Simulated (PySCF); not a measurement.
C₃H₆O, triplet, at a GFN2-xTB geometry (a higher spin typed on purpose: for a closed-shell molecule this is an excited state); MN15/6-31G** run with PySCF.

Input for PySCF:
```python
from pyscf import gto, scf, dft

mol = gto.M(
    atom='''
C    -1.22713005    0.02141269   -0.69405154
C    -0.02911417    0.21941696    0.24625267
C     1.27910480    0.20129301   -0.55801993
O    -0.04578439   -0.39954827    1.37186713
H    -1.20606097   -0.96417817   -1.16962628
H    -1.20262401    0.79356714   -1.45777495
H    -2.12948942    0.10849515   -0.09514843
H     2.09007661    0.41134659    0.13387813
H     1.44992679   -0.77354963   -1.02546649
H     1.22728260    0.96796913   -1.32588623
''',
    basis='6-31g**',
    spin=2,
    verbose=4,
)

mf = dft.UKS(mol)
mf.xc = 'mn15'
mf.grids.level = 0
mf.kernel()
mf.analyze()
```

What the program printed (banner, timings and long lists left out):

```
PySCF version 2.14.0

[INPUT] verbose = 4
[INPUT] num. atoms = 10
[INPUT] num. electrons = 32
[INPUT] charge = 0
[INPUT] spin (= nelec alpha-beta = 2S) = 2
[INPUT] symmetry False subgroup None
[INPUT] Mole.unit = angstrom
[INPUT] Symbol           X                Y                Z      unit          X                Y                Z       unit  Magmom
[...]
nuclear repulsion = 117.990739870159
number of shells = 42
number of NR pGTOs = 150
number of NR cGTOs = 86
basis = 6-31g**
ecp = {}

******** <class 'pyscf.dft.uks.UKS'> ********
method = UKS
initial guess = minao
damping factor = 0
level_shift factor = 0
DIIS = <class 'pyscf.scf.diis.CDIIS'>
diis_start_cycle = 1
diis_space = 8
diis_damp = 0
SCF conv_tol = 1e-09
SCF conv_tol_grad = None
SCF max_cycles = 50
direct_scf = True
direct_scf_tol = 1e-13
number electrons alpha = 17  beta = 15
XC library pyscf.dft.libxc version 7.1.2
    S. Lehtola, C. Steigemann, M. J. T. Oliveira, and M. A. L. Marques,  SoftwareX 7, 1–5 (2018)
XC functionals = mn15
    H. S. Yu, X. He, S. L. Li, and D. G. Truhlar,  Chem. Sci. 7, 5032–5051 (2016)
    H. S. Yu, X. He, S. L. Li, and D. G. Truhlar,  Chem. Sci. 7, 5032–5051 (2016)
radial grids:
    Treutler-Ahlrichs [JCP 102, 346 (1995); DOI:10.1063/1.469408] (M4) radial grids

becke partition: Becke, JCP 88, 2547 (1988); DOI:10.1063/1.454033
pruning grids: <function nwchem_prune>
grids dens level: 0
symmetrized grids: False
atomic radii adjust function: <function treutler_atomic_radii_adjust>
small_rho_cutoff = 0
Set gradient conv threshold to 3.16228e-05
tot grids = 8064
init E= -193.158106215074

cycle= 1 E= -192.732947566806  delta_E= 0.425  |g|= 0.48  |ddm|= 2.05
cycle= 2 E= -192.501733551665  delta_E= 0.231  |g|= 0.937  |ddm|= 1.18
cycle= 3 E= -192.856178017527  delta_E= -0.354  |g|= 0.0811  |ddm|= 0.877
cycle= 4 E= -192.860725485905  delta_E= -0.00455  |g|= 0.0568  |ddm|= 0.151
cycle= 5 E= -192.862858382142  delta_E= -0.00213  |g|= 0.0171  |ddm|= 0.067
cycle= 6 E= -192.863362298202  delta_E= -0.000504  |g|= 0.00539  |ddm|= 0.0503
cycle= 7 E= -192.86341732298  delta_E= -5.5e-05  |g|= 0.0021  |ddm|= 0.0183
cycle= 8 E= -192.863421695998  delta_E= -4.37e-06  |g|= 0.000801  |ddm|= 0.00389
cycle= 9 E= -192.863422385998  delta_E= -6.9e-07  |g|= 0.000194  |ddm|= 0.00155
cycle= 10 E= -192.863422441334  delta_E= -5.53e-08  |g|= 5.46e-05  |ddm|= 0.000501
cycle= 11 E= -192.863422445132  delta_E= -3.8e-09  |g|= 1.07e-05  |ddm|= 0.000131
[...]
converged SCF energy = -192.863422445277  <S^2> = 2.0033204  2S+1 = 3.0022128
Total Energy =                        -192.863422445276655
[...]
spin_pop of  3 O 3dxy      0.00017
spin_pop of  3 O 3dyz     -0.00011
spin_pop of  3 O 3dz^2    -0.00019
spin_pop of  3 O 3dxz      0.00041
spin_pop of  3 O 3dx2-y2    0.00004
spin_pop of  4 H 1s        0.04189
spin_pop of  4 H 2s        0.00105
spin_pop of  4 H 2px       0.00004
spin_pop of  4 H 2py      -0.00001
spin_pop of  4 H 2pz      -0.00001
spin_pop of  5 H 1s        0.00762
spin_pop of  5 H 2s        0.00010
spin_pop of  5 H 2px       0.00001
spin_pop of  5 H 2py       0.00001
spin_pop of  5 H 2pz      -0.00001
spin_pop of  6 H 1s        0.00409
spin_pop of  6 H 2s        0.00029
spin_pop of  6 H 2px      -0.00000
spin_pop of  6 H 2py       0.00000
spin_pop of  6 H 2pz       0.00001
spin_pop of  7 H 1s        0.00416
spin_pop of  7 H 2s        0.00029
spin_pop of  7 H 2px      -0.00000
spin_pop of  7 H 2py       0.00000
spin_pop of  7 H 2pz       0.00001
spin_pop of  8 H 1s        0.04209
spin_pop of  8 H 2s        0.00106
spin_pop of  8 H 2px       0.00004
spin_pop of  8 H 2py      -0.00001
spin_pop of  8 H 2pz      -0.00001
spin_pop of  9 H 1s        0.00774
spin_pop of  9 H 2s        0.00010
spin_pop of  9 H 2px       0.00001
spin_pop of  9 H 2py       0.00001
spin_pop of  9 H 2pz      -0.00001
 ** Mulliken Spin Density (per atom)  **
spin density of  0 C =      0.07607
spin density of  1 C =      0.72813
spin density of  2 C =      0.07595
spin density of  3 O =      1.00928
spin density of  4 H =      0.04297
spin density of  5 H =      0.00773
spin density of  6 H =      0.00439
spin density of  7 H =      0.00446
spin density of  8 H =      0.04318
spin density of  9 H =      0.00784
 ** Mulliken pop alpha/beta on meta-lowdin orthogonal AOs **
 ** Mulliken pop       alpha | beta **
In total            17.00000 | 15.00000
 ** Mulliken atomic charges   ( Nelec_alpha | Nelec_beta ) **
charge of  0C =     -0.28857  (     3.18232      3.10625 )
charge of  1C =      0.09199  (     3.31807      2.58994 )
charge of  2C =     -0.28803  (     3.18199      3.10604 )
charge of  3O =     -0.17738  (     4.59333      3.58405 )
charge of  4H =      0.10000  (     0.47148      0.42851 )
charge of  5H =      0.11612  (     0.44581      0.43807 )
charge of  6H =      0.11513  (     0.44463      0.44024 )
charge of  7H =      0.11509  (     0.44468      0.44023 )
charge of  8H =      0.09934  (     0.47192      0.42874 )
charge of  9H =      0.11630  (     0.44577      0.43793 )
Dipole moment(X, Y, Z, Debye):  0.08399,  0.21160, -1.81330
```
